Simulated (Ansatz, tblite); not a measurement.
Removing and adding an electron: the cluster B₆P₆ (the lowest singlet isomer of a short search). Total charge 0; singlet. Geometry: PBE-D4/def2-SVP. Ansatz, gas phase; energy differences of separate SCF runs; the oxidised species was run as a doublet alone; the reduced species was run as a doublet alone.

```xyz
12

B    -1.295    1.476   -0.721
B    -0.214   -1.061   -0.416
B     0.960    0.596    0.169
B    -0.263   -0.215    1.189
B     1.040   -1.036    0.980
B     1.735   -0.592   -0.661
P    -1.996   -0.292   -0.895
P    -2.058    0.464    1.300
P     0.905   -2.204   -1.477
P     0.401    2.327   -0.393
P     2.441   -2.125    0.238
P    -1.656    2.663    0.687
```

The xTB rows come from tblite. HOMO above LUMO, or a gap near zero within one spin, warns that the state may not be the lowest or that an electron is smeared out. The structure comes from a short search, and lower isomers may exist.

| level | −HOMO (eV) | vertical IE (eV) | −LUMO (eV) | vertical EA (eV) | HOMO–LUMO gap (eV) | IE − EA (eV) | remarks |
| --- | --- | --- | --- | --- | --- | --- | --- |
| GFN1-xTB | 9.42 | 12.06 | 7.81 | 5.15 | 1.61 | 6.91 | – |
| GFN2-xTB | 9.49 | 11.40 | 7.96 | 6.03 | 1.53 | 5.36 | – |
| HF/def2-TZVP | 8.29 | 7.30 | 0.00 | 1.08 | 8.29 | 6.22 | spin-contaminated (⟨S²⟩ 0.86) (+1 doublet) |
| PBE-D4/def2-TZVP | 5.58 | 7.72 | 3.83 | 1.85 | 1.75 | 5.87 | HOMO above zero (-1 doublet), gap within one spin near zero (-1 doublet) |
| PBE0-D4/def2-TZVP | 6.46 | 7.92 | 3.14 | 1.87 | 3.32 | 6.05 | – |

   A HOMO above zero means that the electron is unbound at that level or that self-interaction error raises the level; the energy of removing that electron tells which. Raw xTB energy differences between charge states are shifted by several eV; the methods need an empirical correction for them. Sets without diffuse functions give affinities that are too small.
